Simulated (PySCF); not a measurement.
Working out the excitation energy of Si⁺

Si⁺ [Ne] 3s2 3p1 (2P) → Si⁺ [Ne] 3s1 3p1 3d1 (high-spin determinant). Computed with PySCF 2.14 in aug-cc-pwCVDZ (6s5p3d, 36 functions), with the non-relativistic Hamiltonian (point nucleus). Frozen: 1s2. Energies in hartree (1 hartree = 27.21139 eV):

```csv
part,Si⁺ (lower),Si⁺ (upper)
UHF,-288.570061,-288.060608
CCSD correlation,-0.193103,-0.163918
(T),-0.002278,-0.013097
```

**Question.** What does Hartree-Fock give?

**Answer.** (-288.060608) − (-288.570061) = 0.509453 hartree = 13.863 eV.

**Question.** What do CCSD and CCSD(T) give?

**Answer.** The CCSD correlation energies differ by 0.029185 hartree = 0.794 eV and the triples by -0.010819 hartree = -0.294 eV, so CCSD gives 14.657 eV and CCSD(T) 14.363 eV.

One determinant mixes LS terms, so it does not stand for a single term.

A double-zeta basis recovers only part of the correlation energy.

The coupled-cluster amplitudes are large, so a single reference is strained.
